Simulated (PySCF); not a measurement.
## Calculated data, CH₅BN₂

All values are calculated (PySCF 2.14.0). Calculation on a computer-drawn molecule: optimised geometry and harmonic frequencies of an isolated molecule of the commonest isotopes, restricted reference for singlets and unrestricted otherwise, frozen core in MP2.

## CH₅BN₂

Start structure:
```xyz
9
CH5BN2
N      0.6229     1.4275    -0.9352
B     -0.0131     0.3450    -1.5448
C     -0.3682    -0.7925    -2.2335
N     -0.7134    -2.0823    -1.6452
H      0.0966     2.2574    -0.6804
H      1.5535     1.5315    -0.7804
H     -0.4882    -0.8173    -3.3012
H     -1.7102    -2.3695    -1.9980
H     -0.8123    -2.0679    -0.6023
```

```
charge                                        : 0
multiplicity                                  : 1
method                                        : HF
basis                                         : cc-pVDZ
rotational constants                          : 44.26, 3.634, 3.452 GHz
total energy                                  : -174.3438 hartree
convergence status largest gradient component : 2.08e-05 hartree/bohr
```

Drawn bonds:
```tsv
atom	other atom	order
1	2	1
2	3	2
3	4	1
1	5	1
1	6	1
3	7	1
4	8	1
4	9	1
```

Optimised structure:
```xyz
9
CH5BN2
N      0.5878     1.4379    -0.9606
B      0.0666     0.3204    -1.5543
C     -0.3951    -0.8250    -2.2050
N     -0.7943    -2.0943    -1.6746
H      0.0312     2.2254    -0.6992
H      1.5621     1.5418    -0.7631
H     -0.4016    -0.7905    -3.2921
H     -1.7581    -2.2797    -1.8998
H     -0.7310    -2.1041    -0.6722
```

Modes:
```tsv
frequency (cm⁻¹)	reduced mass (dalton)
175.6	2.204
238.6	1.551
306.2	2.246
507.5	1.227
542.5	1.345
612.2	5.486
820.6	1.163
872.1	4.003
978.8	1.438
1044	1.37
1210	1.322
1258	2.295
1457	1.396
1713	1.149
1783	1.103
1917	7.317
3287	1.085
3703	1.054
3794	1.091
3802	1.05
3901	1.099
```
